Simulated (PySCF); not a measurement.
# Ta(2+) (tantalum, charge +2): PBE0 calculation

Configuration: [Xe] 4f14 5d2 6s1, high-spin 4F determinant (an excited configuration). Computed with PySCF 2.14 in def2-QZVPPD with the def2 core potential (60 electrons) (7s6p4d3f2g, 84 functions), with a scalar-relativistic core potential.

* Total energy: -55.9798 hartree
* One-electron energy: -86.4783 hartree
* Hartree (Coulomb) energy: 36.5932 hartree
* Exchange-correlation energy: -6.0947 hartree
* ⟨S²⟩: 3.7513
* ⟨L²⟩: 12.016
* Sum of ⟨r⟩: 16.93 bohr
* Sum of ⟨r²⟩: 32.10 bohr²

| shell | electrons | mean orbital energy (eV) | rms radius, mean of both spins (bohr) |
| --- | --- | --- | --- |
| 5s α | 1 | -94.016 | 1.19 |
| 5s β | 1 | -92.567 | 1.19 |
| 5p α | 3 | -59.384 | 1.39 |
| 5p β | 3 | -57.474 | 1.39 |
| 5d α | 2 | -22.838 | 2.07 |
| 6s α | 1 | -20.797 | 3.01 |

Energies and moments cover only the electrons outside the core potential. Spin-orbit coupling, absent here, splits the open shell strongly.
